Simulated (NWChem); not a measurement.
Species: CH₂ClFO₂Si; SMILES O=C[Si@](O)(F)Cl

```xyz
8

O      0.6208     2.3786    -0.2807
C      0.6604     1.4517     0.5121
Si    -0.3644    -0.1034     0.0498
O     -1.0150     0.2366    -1.4098
F     -1.4978    -0.3677     1.1515
Cl     0.8228    -1.7755    -0.0053
H      1.2718     1.5335     1.4370
H     -0.7980     1.1472    -1.6815
```
Atoms are numbered in this order, from 1.

Level: B3LYP/6-31G* (spherical d) (NWChem), optimised geometry, unscaled harmonic frequencies. 

| frequency (cm⁻¹) | IR intensity (km/mol) |
|---|---|
| 70 | 1.6 |
| 154 | 19.7 |
| 179 | 7.3 |
| 229 | 9.5 |
| 275 | 17.7 |
| 300 | 19.9 |
| 400 | 22.8 |
| 430 | 89.4 |
| 564 | 169.4 |
| 719 | 36.9 |
| 866 | 22.4 |
| 911 | 113.1 |
| 927 | 340.2 |
| 1008 | 104.8 |
| 1400 | 14.3 |
| 1754 | 77.1 |
| 2921 | 96.1 |
| 3705 | 101.7 |

- zero-point energy = 24.0 kcal/mol
- thermal correction to the enthalpy at 298.15 K (with zero-point energy) = 29.2 kcal/mol
- heat capacity Cv = 23.7 cal/(mol K)
- entropy at 298.15 K and 1 atm (symmetry number 1) = 85.7 cal/(mol K)
- dipole moment = 1.57 D

Rigid rotor and harmonic oscillator; modes under 100 cm⁻¹ make the entropy uncertain.
